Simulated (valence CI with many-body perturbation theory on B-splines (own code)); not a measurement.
E1 transitions of Pt5+

Computed by relativistic CI+MBPT: five valence electrons over a frozen Dirac-Fock core [Xe] 4f14, a basis of 7 s, 7 p, 8 d, 6 f, 4 g, 1 h functions for each j, with the one-electron correlation potential Σ1, the two-electron term Σ2, the three-electron term Σ3, Breit, model QED; selected CI, second order for the rest (own B-spline code, finite nucleus).

No measured spectrum was set against this ion. As an estimate, terms of the open shell hold to 2 to 4 % of their energy, and close levels can change places; different configurations can be misplaced against each other by 1,000 to 8,000 cm⁻¹. Among the levels kept, up to 2100 cm⁻¹ of a level comes from second order outside the variational space, and about a tenth of that is noise between levels of different J, which matters for small intervals.

Lines 1 to 50 of 553 in falling wavelength, among levels below 33.108 eV, chosen from the strongest by gf and those to the six lowest levels. Wavelengths and rates use the calculated energies, so an error of 2000 cm⁻¹ moves a line at 156.7 nm by 3.1 % and its rate by three times that or more. Electric multipoles are in the length gauge, E1 and E2 with the static RPA response of the core. Weak lines are less certain than strong ones. Lines between different terms over intervals too small for the method are left out, as are lines whose strength nearly cancels. Where a level lies close to another of its J and parity, the split of strength between their lines is uncertain. The highest levels of a list are the least certain.

Levels are named by their leading jj configuration (3d3/2^4 stands for four electrons in 3d with j = 3/2), which in mixed levels can hold well under half, so a name can repeat and another be missing. Letters in brackets count levels of one name in rising energy.

```csv
λ vac (nm),Upper,Lower,A (s⁻¹),S (a.u.) with core polarisation,S without
156.7,(5d3/2^3 5d5/2 6p1/2) J=9/2,(5d3/2^2 5d5/2^2 6s) J=7/2 [b],6.47e+07,1.23e+00,1.47e+00
147.2,(5d3/2^2 5d5/2^2 6p1/2) J=5/2 [a],(5d3/2^3 5d5/2 6s) J=3/2 [b],1.31e+08,1.24e+00,1.49e+00
146.7,(5d3/2^3 5d5/2 6p1/2) J=7/2 [a],(5d3/2^3 5d5/2 6s) J=5/2,1.55e+08,1.94e+00,2.33e+00
143.2,(5d3/2^2 5d5/2^2 6p3/2) J=9/2 [a],(5d3/2^2 5d5/2^2 6s) J=7/2 [e],7.63e+07,1.11e+00,1.34e+00
137.4,(5d3/2^2 5d5/2^2 6p1/2) J=7/2 [c],(5d3/2^2 5d5/2^2 6s) J=5/2 [e],1.01e+08,1.04e+00,1.25e+00
137.1,(5d3/2^3 5d5/2 6p1/2) J=9/2,(5d3/2^3 5d5/2 6s) J=7/2 [a],2.29e+08,2.92e+00,3.51e+00
137.0,(5d3/2 5d5/2^3 6p1/2) J=9/2 [a],(5d3/2 5d5/2^3 6s) J=7/2 [b],1.78e+08,2.26e+00,2.71e+00
136.8,(5d3/2^2 5d5/2^2 6p1/2) J=5/2 [g],(5d3/2^2 5d5/2^2 6s) J=3/2 [d],1.30e+08,9.88e-01,1.20e+00
136.6,(5d3/2^3 5d5/2 6p3/2) J=3/2,(5d3/2^2 5d5/2^2 6s) J=5/2 [c],2.56e+08,1.29e+00,1.56e+00
136.4,(5d3/2^2 5d5/2^2 6p1/2) J=5/2 [g],(5d3/2 5d5/2^3 6s) J=5/2 [a],1.54e+08,1.15e+00,1.40e+00
136.2,(5d3/2^2 5d5/2^2 6p1/2) J=13/2,(5d3/2^2 5d5/2^2 6s) J=11/2 [b],2.90e+08,5.07e+00,6.09e+00
136.1,(5d3/2^2 5d5/2^2 6p1/2) J=9/2 [a],(5d3/2^2 5d5/2^2 6s) J=7/2 [b],1.90e+08,2.37e+00,2.85e+00
135.9,(5d3/2 5d5/2^3 6p1/2) J=7/2 [c],(5d3/2 5d5/2^3 6s) J=5/2 [c],1.35e+08,1.33e+00,1.61e+00
135.7,(5d3/2 5d5/2^3 6p1/2) J=11/2 [a],(5d3/2 5d5/2^3 6s) J=9/2 [a],1.04e+08,1.54e+00,1.85e+00
134.8,(5d3/2^2 5d5/2^2 6p1/2) J=11/2 [a],(5d3/2^2 5d5/2^2 6s) J=9/2 [b],1.83e+08,2.65e+00,3.19e+00
134.0,(5d3/2 5d5/2^3 6p1/2) J=9/2 [d],(5d3/2 5d5/2^3 6s) J=9/2 [c],9.50e+07,1.13e+00,1.37e+00
133.8,(5d3/2 5d5/2^3 6p3/2) J=7/2 [d],(5d3/2 5d5/2^3 6s) J=9/2 [c],1.20e+08,1.14e+00,1.38e+00
133.7,(5d3/2^3 5d5/2 6p1/2) J=5/2,(5d3/2^2 5d5/2^2 6s) J=3/2 [a],1.44e+08,1.02e+00,1.23e+00
133.4,(5d3/2^3 5d5/2 6p1/2) J=5/2,(5d3/2^3 5d5/2 6s) J=7/2 [b],1.55e+08,1.09e+00,1.32e+00
133.0,(5d3/2^2 5d5/2^2 6p1/2) J=9/2 [c],(5d3/2^2 5d5/2^2 6s) J=7/2 [d],1.24e+08,1.43e+00,1.72e+00
132.9,(5d3/2^3 5d5/2 6p1/2) J=5/2,(5d3/2^2 5d5/2^2 6s) J=5/2 [b],1.57e+08,1.09e+00,1.33e+00
132.8,(5d3/2 5d5/2^3 6p1/2) J=13/2,(5d3/2 5d5/2^3 6s) J=11/2 [b],2.72e+08,4.40e+00,5.31e+00
132.5,(5d3/2 5d5/2^3 6p1/2) J=11/2 [b],(5d3/2 5d5/2^3 6s) J=9/2 [a],9.55e+07,1.32e+00,1.59e+00
131.9,(5d3/2^3 5d5/2 6p1/2) J=7/2 [b],(5d3/2^3 5d5/2 6s) J=7/2 [a],1.12e+08,1.02e+00,1.23e+00
131.8,(5d3/2^2 5d5/2^2 6p1/2) J=9/2 [d],(5d3/2^2 5d5/2^2 6s) J=7/2 [d],1.04e+08,1.18e+00,1.42e+00
131.7,(5d3/2 5d5/2^3 6p1/2) J=5/2 [a],(5d3/2 5d5/2^3 6s) J=7/2 [b],2.40e+08,1.62e+00,1.96e+00
131.5,(5d3/2^2 5d5/2^2 6p3/2) J=9/2 [a],(5d3/2 5d5/2^3 6s) J=9/2 [a],1.52e+08,1.70e+00,2.06e+00
131.1,(5d3/2^2 5d5/2^2 6p1/2) J=9/2 [b],(5d3/2^2 5d5/2^2 6s) J=9/2 [b],2.27e+08,2.53e+00,3.05e+00
130.9,(5d3/2^2 5d5/2^2 6p1/2) J=5/2 [f],(5d3/2^2 5d5/2^2 6s) J=5/2 [e],1.65e+08,1.09e+00,1.32e+00
130.7,(5d3/2^2 5d5/2^2 6p1/2) J=11/2 [b],(5d3/2^2 5d5/2^2 6s) J=11/2 [b],1.53e+08,2.03e+00,2.44e+00
130.7,(5d3/2 5d5/2^3 6p1/2) J=9/2 [d],(5d3/2 5d5/2^3 6s) J=7/2 [e],2.99e+08,3.30e+00,3.97e+00
130.6,(5d3/2^2 5d5/2^2 6p3/2) J=7/2 [c],(5d3/2 5d5/2^3 6s) J=9/2 [b],1.23e+08,1.08e+00,1.31e+00
130.4,(5d3/2^2 5d5/2^2 6p1/2) J=5/2 [e],(5d3/2^2 5d5/2^2 6s) J=7/2 [c],1.99e+08,1.31e+00,1.59e+00
130.4,(5d3/2 5d5/2^3 6p3/2) J=7/2 [b],(5d3/2 5d5/2^3 6s) J=7/2 [d],1.41e+08,1.23e+00,1.49e+00
130.2,(5d3/2 5d5/2^3 6p1/2) J=11/2 [a],(5d3/2 5d5/2^3 6s) J=13/2,1.15e+08,1.51e+00,1.83e+00
130.1,(5d3/2 5d5/2^3 6p1/2) J=7/2 [c],(5d3/2 5d5/2^3 6s) J=7/2 [c],1.23e+08,1.07e+00,1.29e+00
129.9,(5d3/2 5d5/2^3 6p1/2) J=11/2 [c],(5d3/2 5d5/2^3 6s) J=11/2 [b],1.29e+08,1.67e+00,2.03e+00
129.9,(5d3/2^2 5d5/2^2 6p1/2) J=1/2 [a],(5d3/2^2 5d5/2^2 6s) J=1/2 [a],6.11e+08,1.32e+00,1.60e+00
129.7,(5d3/2 5d5/2^3 6p1/2) J=9/2 [c],(5d3/2^2 5d5/2^2 6s) J=7/2 [e],1.61e+08,1.73e+00,2.07e+00
129.6,(5d3/2 5d5/2^3 6p1/2) J=7/2 [a],(5d3/2^2 5d5/2^2 6s) J=9/2 [d],1.99e+08,1.71e+00,2.08e+00
129.6,(5d3/2 5d5/2^3 6p1/2) J=5/2 [b],(5d3/2^2 5d5/2^2 6s) J=5/2 [g],1.96e+08,1.26e+00,1.53e+00
129.6,(5d3/2^2 5d5/2^2 6p1/2) J=3/2 [b],(5d3/2^2 5d5/2^2 6s) J=3/2 [b],2.22e+08,9.54e-01,1.16e+00
129.5,(5d3/2 5d5/2^3 6p1/2) J=5/2 [d],(5d3/2 5d5/2^3 6s) J=5/2 [b],1.57e+08,1.01e+00,1.22e+00
129.3,(5d3/2^2 5d5/2^2 6p1/2) J=7/2 [b],(5d3/2^3 5d5/2 6s) J=7/2 [b],2.85e+08,2.43e+00,2.94e+00
129.0,(5d3/2^2 5d5/2^2 6p3/2) J=7/2 [d],(5d3/2 5d5/2^3 6s) J=9/2 [b],1.62e+08,1.37e+00,1.66e+00
128.8,(5d3/2^2 5d5/2^2 6p1/2) J=9/2 [c],(5d3/2^2 5d5/2^2 6s) J=9/2 [c],1.41e+08,1.49e+00,1.80e+00
128.8,(5d3/2^2 5d5/2^2 6p1/2) J=7/2 [b],(5d3/2^2 5d5/2^2 6s) J=5/2 [b],1.46e+08,1.23e+00,1.49e+00
128.5,(5d3/2^2 5d5/2^2 6p1/2) J=7/2 [c],(5d3/2^2 5d5/2^2 6s) J=7/2 [c],2.61e+08,2.19e+00,2.65e+00
128.2,(5d3/2^2 5d5/2^2 6p3/2) J=7/2 [i],(5d5/2^4 6s) J=9/2,1.60e+08,1.33e+00,1.62e+00
127.9,(5d3/2^2 5d5/2^2 6p1/2) J=11/2 [c],(5d3/2^2 5d5/2^2 6s) J=11/2 [b],1.54e+08,1.91e+00,2.30e+00
```
